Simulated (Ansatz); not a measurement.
`C=CCC[SiH3]`, charge 0, multiplicity 1.

Give a relaxed structure at PBE0-D4/def2-TZVP (Ansatz). (An estimate is asked.)

Computed: 
Cartesian coordinates in Å:
```
C -0.270 1.690 -1.481
C 0.306 0.508 -1.312
C -0.387 -0.719 -0.819
C 0.224 -1.263 0.477
Si 0.168 -0.063 1.926
H 0.290 2.550 -1.831
H -1.325 1.839 -1.275
H 1.369 0.403 -1.524
H -1.448 -0.498 -0.667
H -0.335 -1.496 -1.592
H 1.268 -1.552 0.311
H -0.298 -2.178 0.777
H -1.195 0.525 2.049
H 1.148 1.044 1.775
H 0.484 -0.791 3.186
```
This is one stationary point; other conformers may exist.
